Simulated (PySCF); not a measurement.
A calculated (B3LYP, PySCF 2.14, aug-cc-pVDZ, the non-relativistic Hamiltonian (point nucleus)) atom or ion has these occupied shells.

| shell | electrons | orbital energy (eV) | rms radius, mean of both spins (bohr) |
| --- | --- | --- | --- |
| 1s α | 1 | -5358.4 | 0.0776 |
| 1s β | 1 | -5358.3 | 0.0776 |
| 2s α | 1 | -606.78 | 0.337 |
| 2s β | 1 | -605.73 | 0.337 |
| 2p α | 3 | -511.52 | 0.305 |
| 2p β | 3 | -510.64 | 0.305 |
| 3s α | 1 | -73.901 | 1.03 |
| 3s β | 1 | -70.716 | 1.03 |
| 3p α | 3 | -47.516 | 1.12 |
| 3p β | 3 | -44.146 | 1.12 |
| 3d α | 3 | -8.010 | 1.57 |
| 4s α | 1 | -5.317 | 3.70 |
| 4s β | 1 | -4.818 | 3.70 |

Name the element and its charge.

V (vanadium, neutral), in [Ar] 3d3 4s2, high-spin 4F determinant.
